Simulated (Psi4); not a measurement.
C₃H₉O, charge +1, singlet, at a GFN2-xTB geometry; CEPA(1)/3-21G (Psi4 1.11).

Here is a job for Psi4.
```
memory 2 GB

molecule {
1 1
O     0.05586026   -0.68329506    0.10783272
C    -0.01267142    0.78735284    0.04115579
C     1.38355249   -1.24026318   -0.03569941
C    -1.46605047    1.19333821   -0.02607106
H     0.46194579    1.14755225    0.95586541
H     0.54921487    1.13949274   -0.82841198
H     1.30407869   -2.32340103    0.04514691
H     1.83952611   -0.96559385   -0.98766160
H     1.99255470   -0.86591714    0.78630868
H    -1.93476522    0.85317512   -0.94730704
H    -2.01811662    0.80424113    0.82553218
H    -1.53452893    2.27727882   -0.00067742
H    -0.53577495   -1.04303488   -0.58776898
}

set {
  basis 3-21g
}

energy('cepa(1)')
print_variables()
```

What the program printed (banner, timings and long lists left out):

```
   => Loading Basis Set <=

    Name: 3-21G
    Role: ORBITAL
    Keyword: BASIS

         ---------------------------------------------------------
                                   SCF
               by Justin Turney, Rob Parrish, Andy Simmonett
                          and Daniel G. A. Smith
                              RHF Reference
         ---------------------------------------------------------

  ==> Geometry <==

    Molecular point group: c1
    Full point group: C1

    Geometry (in Angstrom), charge = 1, multiplicity = 1:

       Center              X                  Y                   Z               Mass
    ------------   -----------------  -----------------  -----------------  -----------------
         O            0.057881814533    -0.666717614731     0.095835035936    15.994914619570
         C           -0.010649865467     0.803930285269     0.029158105936    12.000000000000
         C            1.385574044533    -1.223685734731    -0.047697094064    12.000000000000
         C           -1.464028915467     1.209915655269    -0.038068744064    12.000000000000
         H            0.463967344533     1.164129695269     0.943867725936     1.007825032230
         H            0.551236424533     1.156070185269    -0.840409664064     1.007825032230
         H            1.306100244533    -2.306823584731     0.033149225936     1.007825032230
         H            1.841547664533    -0.949016404731    -0.999659284064     1.007825032230
         H            1.994576254533    -0.849339694731     0.774310995936     1.007825032230
         H           -1.932743665467     0.869752565269    -0.959304724064     1.007825032230
         H           -2.016095065467     0.820818575269     0.813534495936     1.007825032230
         H           -1.532507375467     2.293856265269    -0.012675104064     1.007825032230
         H           -0.533753395467    -1.026457434731    -0.599766664064     1.007825032230

  Running in c1 symmetry.

  Rotational constants: A =      0.84955  B =      0.13188  C =      0.12312 [cm^-1]
  Rotational constants: A =  25468.86846  B =   3953.64268  C =   3690.90171 [MHz]
  Nuclear repulsion =  141.846805955097466

  Charge       = 1
  Multiplicity = 1
  Electrons    = 34
  Nalpha       = 17
  Nbeta        = 17

  ==> Algorithm <==

  SCF Algorithm Type is PK.
  DIIS enabled.
  MOM disabled.
  Fractional occupation disabled.
  Guess Type is SAD.
  Energy threshold   = 1.00e-08
  Density threshold  = 1.00e-08
  Integral threshold = 1.00e-12

  ==> Primary Basis <==

  Basis Set: 3-21G
    Blend: 3-21G
    Number of shells: 38
    Number of basis functions: 54
    Number of Cartesian functions: 54
    Spherical Harmonics?: false
    Max angular momentum: 1

  ==> Integral Setup <==

  Using in-core PK algorithm.
   Calculation information:
      Number of atoms:                  13
      Number of AO shells:              38
      Number of primitives:             63
      Number of atomic orbitals:        54
      Number of basis functions:        54

      Integral cutoff                 1.00e-12
      Number of threads:                 1

  Performing in-core PK
  Using 2206710 doubles for integral storage.
  We computed 246124 shell quartets total.
  Whereas there are 274911 unique shell quartets.

  ==> DiskJK: Disk-Based J/K Matrices <==

    J tasked:                  Yes
    K tasked:                  Yes
    wK tasked:                  No
    Schwarz Cutoff:          1E-12

  Minimum eigenvalue in the overlap matrix is 1.5542995873E-02.
  Reciprocal condition number of the overlap matrix is 3.5001282201E-03.
    Using symmetric orthogonalization.

  ==> Pre-Iterations <==

  SCF Guess: Superposition of Atomic Densities via on-the-fly atomic UHF (no occupation information).

   -------------------------
    Irrep   Nso     Nmo
   -------------------------
     A         54      54
   -------------------------
    Total      54      54
   -------------------------

  ==> Iterations <==

                        Total Energy        Delta E     RMS |[F,P]|

   @RHF iter SAD:  -191.85813951733488   -1.91858e+02   0.00000e+00
   @RHF iter   1:  -192.30008632994492   -4.41947e-01   5.96327e-03 ADIIS/DIIS
   @RHF iter   2:  -192.36377776061641   -6.36914e-02   2.15905e-03 ADIIS/DIIS
   @RHF iter   3:  -192.36962923420907   -5.85147e-03   7.43622e-04 ADIIS/DIIS
   @RHF iter   4:  -192.37047927456126   -8.50040e-04   1.50674e-04 ADIIS/DIIS
   @RHF iter   5:  -192.37052855358527   -4.92790e-05   5.13479e-05 DIIS
   @RHF iter   6:  -192.37053536928272   -6.81570e-06   9.30582e-06 DIIS
   @RHF iter   7:  -192.37053564628602   -2.77003e-07   1.47681e-06 DIIS
   @RHF iter   8:  -192.37053565432007   -8.03405e-09   3.13992e-07 DIIS
   @RHF iter   9:  -192.37053565457120   -2.51134e-10   9.26546e-08 DIIS
   @RHF iter  10:  -192.37053565460047   -2.92744e-11   2.12859e-08 DIIS
   @RHF iter  11:  -192.37053565460261   -2.13163e-12   3.72654e-09 DIIS
  Energy and wave function converged.

  ==> Post-Iterations <==

    Orbital Energies [Eh]
    ---------------------

    Doubly Occupied:

[...]
    Virtual:

[...]
      54A      3.237952

    Final Occupation by Irrep:
              A
    DOCC [    17 ]
    NA   [    17 ]
    NB   [    17 ]

  @RHF Final Energy:  -192.37053565460261

   => Energetics <=

    Nuclear Repulsion Energy =            141.8468059550974658
    One-Electron Energy =                -533.0686504673992658
    Two-Electron Energy =                 198.8513088576991947
    Total Energy =                       -192.3705356546026053

Computation Completed

Properties will be evaluated at   0.000000,   0.000000,   0.000000 [a0]

Properties computed using the SCF density matrix

 Multipole Moments:

 ------------------------------------------------------------------------------------
     Multipole            Electronic (a.u.)      Nuclear  (a.u.)        Total (a.u.)
[...]
 Dipole Y            :         -1.5824886            1.0964389           -0.4860497
 Dipole Z            :          0.2235862           -0.7935321           -0.5699459
 Magnitude           :                                                    0.9140364

 ------------------------------------------------------------------------------------

 MINTS: Wrapper to libmints.
   by Justin Turney

   Calculation information:
      Number of threads:                 1
      Number of atoms:                  13
      Number of AO shells:              38
      Number of SO shells:              38
      Number of primitives:             63
      Number of atomic orbitals:        54
      Number of basis functions:        54

      Number of irreps:                  1
      Integral cutoff                 1.00e-12
      Number of functions per irrep: [  54 ]

 OEINTS: Overlap, kinetic, potential, dipole, and quadrupole integrals
         stored in file 35.

      Computed 1013859 non-zero two-electron integrals.
        Stored in file 33.

        ==> Transform all two-electron integrals <==

	Presorting SO-basis two-electron integrals.
	Sorting File: SO Ints (nn|nn) nbuckets = 1
	Constructing frozen core operators
	Starting first half-transformation.
	Sorting half-transformed integrals.
	First half integral transformation complete.
	Starting second half-transformation.
	Two-electron integral transformation complete.

        **********************************************************
        *                                                        *
        *                   CCSD Integral Sort                   *
        *                                                        *
        **********************************************************

        CC integral sort will use                     22.62 mb

        Number of (ab|cd) temporary files:                2
        Number of (ab|ci) temporary files:                3
        Starting temporary file number:                 270

        *******************************************************
        *                                                     *
        *                       CEPA(1)                       *
        *        Coupled Electron Pair Approximation          *
        *                                                     *
        *                   Eugene DePrince                   *
        *                                                     *
        *******************************************************

  ==> Input parameters <==

        Freeze core orbitals?                  no
        Use frozen natural orbitals?           no
        r_convergence:                  1.000e-07
        e_convergence:                  1.000e-06
        Number of DIIS vectors:                 8
        Number of frozen core orbitals:         0
        Number of active occupied orbitals:    17
        Number of active virtual orbitals:     37
        Number of frozen virtual orbitals:      0

  ==> Memory <==

        minimum memory requirements for QCISD =         9.10 mb
        (T) algorithm:                                  7.62 mb (low-memory)
        memory requirements for QCISD(T) =              7.62 mb

  ==> Define tiling <==

        v(ab,cd) diagrams will be evaluated in   1 blocks.
        v(ab,ci) diagrams will be evaluated in   1 blocks over ov2.
        v(ab,ci) diagrams will be evaluated in   1 blocks over ov.

  Allocate cpu memory (    15.67 mb).....done.
  Initialize cpu memory..................done.

  Begin CEPA(1) iterations

   Iter  DIIS          Energy       d(Energy)          |d(T)|     time
      0   0 1   -0.3959460264   -0.3959460264    0.3180675410        0
      1   1 1   -0.4206276068   -0.0246815804    0.0650939853        0
      2   2 1   -0.4391996247   -0.0185720179    0.0247694736        1
      3   3 1   -0.4414657112   -0.0022660865    0.0069442487        0
      4   4 1   -0.4415794083   -0.0001136971    0.0019248995        0
      5   5 1   -0.4416550500   -0.0000756417    0.0006045714        1
      6   6 1   -0.4416472543    0.0000077957    0.0002204460        0
      7   7 1   -0.4416464561    0.0000007983    0.0000797500        0
      8   8 1   -0.4416472576   -0.0000008015    0.0000307674        0
      9   8 2   -0.4416465907    0.0000006668    0.0000085127        1
     10   8 3   -0.4416465200    0.0000000707    0.0000027644        0
     11   8 4   -0.4416465849   -0.0000000649    0.0000008685        0
     12   8 5   -0.4416466292   -0.0000000443    0.0000003333        1
     13   8 6   -0.4416466486   -0.0000000194    0.0000000987        0

  CEPA(1) iterations converged!

        OS SCS-MP2 correlation energy:          -0.375071664460
        SS SCS-MP2 correlation energy:          -0.027795435349
        SCS-MP2 correlation energy:             -0.402867099809
      * SCS-MP2 total energy:                 -192.773402754412

        OS MP2 correlation energy:              -0.312559720384
        SS MP2 correlation energy:              -0.083386306046
        MP2 correlation energy:                 -0.395946026430
      * MP2 total energy:                     -192.766481681032

        OS CEPA(1) correlation energy:          -0.369247521944
        SS CEPA(1) correlation energy:          -0.072399126662
        CEPA(1) correlation energy:             -0.441646648605
      * CEPA(1) total energy:                 -192.812182303208

  Total time for CEPA(1) iterations:       2.22 s (user)
                                        0.88 s (system)
                                           4 s (total)

  Time per iteration:                   0.17 s (user)
                                        0.07 s (system)
                                        0.31 s (total)

  Variable Map:
  ----------------------------------------------------------------------------
[...]
  Array Variable Map:
  ----------------------------------------------------------------------------
[...]
[...]
```
